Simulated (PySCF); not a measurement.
H₄PSi (SMILES [SiH3][PH]), doublet, at a GFN2-xTB geometry. Base run: BLYP/6-31G** (PySCF).

Geometry (Å):
```xyz
6

Si    -0.9787    -0.3382     0.0730
P      1.0865     0.4670    -0.0999
H     -1.1991    -0.9065     1.4053
H     -1.8932     0.7776    -0.1545
H     -1.2066    -1.3875    -0.9238
H      1.7033    -0.7537     0.1502
```
Charge 0, spin multiplicity 2.
Orbitals are unrestricted.
All else is at PySCF's defaults.
Base energy -633.14667 Eh.

Variants of this job, named by their change:

```json
[
 {"change": "base", "ΔE vs base (µEh)": "0.0", "SCF cycles": "9", "<S^2>": "0.753"},
 {"change": "DIIS = ADIIS", "ΔE vs base (µEh)": "0.0", "SCF cycles": "11", "<S^2>": "0.753"},
 {"change": "conv_tol = 1e-7", "ΔE vs base (µEh)": "0.0", "SCF cycles": "8", "<S^2>": "0.753"},
 {"change": "init_guess = atom", "ΔE vs base (µEh)": "0.0", "SCF cycles": "10", "<S^2>": "0.753"},
 {"change": "conv_tol = 1e-4", "ΔE vs base (µEh)": "1.7", "SCF cycles": "5", "<S^2>": "0.753"},
 {"change": "conv_tol = 1e-11", "ΔE vs base (µEh)": "0.0", "SCF cycles": "11", "<S^2>": "0.753"},
 {"change": "diis_space = 20", "ΔE vs base (µEh)": "0.0", "SCF cycles": "9", "<S^2>": "0.753"},
 {"change": "level_shift = 0.3 (with mf.max_cycle = 100)", "ΔE vs base (µEh)": "0.0", "SCF cycles": "18", "<S^2>": "0.753"},
 {"change": "init_guess = mod_huckel", "ΔE vs base (µEh)": "0.0", "SCF cycles": "9", "<S^2>": "0.753"},
 {"change": "diis = off; damp = 0.6 (with mf.diis_start_cycle = 200; with mf.max_cycle = 150)", "ΔE vs base (µEh)": "0.0", "SCF cycles": "19", "<S^2>": "0.753"},
 {"change": "conv_tol_grad = 1e-3", "ΔE vs base (µEh)": "0.0", "SCF cycles": "9", "<S^2>": "0.753"},
 {"change": "diis_space = 12", "ΔE vs base (µEh)": "0.0", "SCF cycles": "9", "<S^2>": "0.753"},
 {"change": "conv_tol = 1e-6", "ΔE vs base (µEh)": "0.3", "SCF cycles": "6", "<S^2>": "0.753"}
]
```

Open shells are given as the SCF converged; they aren't shown to be the lowest states, and a large step between rows can be another state.
